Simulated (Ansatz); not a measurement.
`N[SiH](O)[SiH2]F`. The species carries charge 0 and has multiplicity 1. All single points use the PBE0-D4/def2-TZVP geometry. It is one conformer, not always the lowest.

```xyz
11

N     0.203   -0.513    1.746
Si    0.123    0.653    0.498
O     1.532    1.329   -0.038
Si   -0.884   -0.435   -1.330
F     0.069   -0.207   -2.615
H     0.368   -0.248    2.703
H     0.487   -1.463    1.572
H    -0.643    1.791    1.060
H     1.962    0.925   -0.794
H    -2.237    0.075   -1.677
H    -0.980   -1.908   -1.124
```

Task: What is the dipole moment at ωB97M-V/def2-TZVPP? (Best estimate.)

Result: The calculation gave: 2.08 D, with components (0.24, -1.51, 1.41) D in this frame, pointing from negative to positive charge.

Task: And with PBE, r2SCAN, B3LYP? (Estimate.)

Result: The calculation gave: PBE 2.07 D, r2SCAN 2.09 D, B3LYP 2.09 D.

Task: Give the Mulliken charges with ωB97M-V, r2SCAN, PBE in def2-TZVPP. (Best estimate.)

Result: Ansatz gave: 
```json
{"atom": "N1", "ωB97M-V": "-0.35", "r2SCAN": "-0.44", "PBE": "-0.37"}
{"atom": "Si2", "ωB97M-V": "0.40", "r2SCAN": "0.48", "PBE": "0.36"}
{"atom": "O3", "ωB97M-V": "-0.36", "r2SCAN": "-0.40", "PBE": "-0.33"}
{"atom": "Si4", "ωB97M-V": "0.37", "r2SCAN": "0.46", "PBE": "0.38"}
{"atom": "F5", "ωB97M-V": "-0.33", "r2SCAN": "-0.34", "PBE": "-0.30"}
{"atom": "H6", "ωB97M-V": "0.12", "r2SCAN": "0.16", "PBE": "0.15"}
{"atom": "H7", "ωB97M-V": "0.12", "r2SCAN": "0.16", "PBE": "0.15"}
{"atom": "H8", "ωB97M-V": "-0.04", "r2SCAN": "-0.10", "PBE": "-0.08"}
{"atom": "H9", "ωB97M-V": "0.18", "r2SCAN": "0.21", "PBE": "0.19"}
{"atom": "H10", "ωB97M-V": "-0.04", "r2SCAN": "-0.09", "PBE": "-0.07"}
{"atom": "H11", "ωB97M-V": "-0.05", "r2SCAN": "-0.09", "PBE": "-0.08"}
```

B3LYP here is the variant with VWN-RPA as its local correlation; programs differ in this.
